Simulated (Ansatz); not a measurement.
BH8NO2Si2, SMILES `NB(O[SiH3])O[SiH3]`, relaxed with RKS PBE-D4/def2-SVP in the Gaussian-basis code of Ansatz from a rough embedded geometry. The force threshold is 0.03 eV/Å; the program also tests the step.

Total charge 0; spin multiplicity 1.

Start:

```xyz
14

N     0.140    1.617   -0.838
B     0.062    0.303   -0.181
O     0.623   -0.880   -0.846
Si   -0.574   -1.652   -1.635
O    -0.527    0.181    1.145
Si    0.760    0.462    2.264
H    -0.430    1.570   -1.744
H    -0.320    2.358   -0.273
H    -1.166   -0.725   -2.689
H    -0.147   -2.865   -2.270
H    -1.739   -1.988   -0.716
H     1.806   -0.566    2.111
H     1.308    1.810    2.036
H     0.204    0.378    3.637
```

How much energy does the relaxation release, and in how many steps? (Estimate.)

The calculation gave: 1.31 eV, in 25 steps.

Which bonds change most? (Best estimate.)

Ansatz gave: B2–O3 from 1.468 to 1.393 Å; B2–O5 from 1.456 to 1.384 Å; Si4–H10 from 1.434 to 1.503 Å; N1–B2 from 1.471 to 1.415 Å.

Give the relaxed structure. (Best estimate.)

Ansatz gave: 
```xyz
14

N    -0.282    1.680   -1.218
B     0.013    0.776   -0.170
O    -0.233   -0.592   -0.257
Si   -0.797   -1.663   -1.413
O     0.573    1.253    1.003
Si    1.008    0.300    2.328
H    -0.712    1.410   -2.099
H    -0.102    2.677   -1.120
H    -1.423   -0.925   -2.572
H     0.339   -2.503   -1.925
H    -1.834   -2.547   -0.783
H     2.074   -0.698    1.963
H     1.556    1.249    3.354
H    -0.179   -0.418    2.908
```
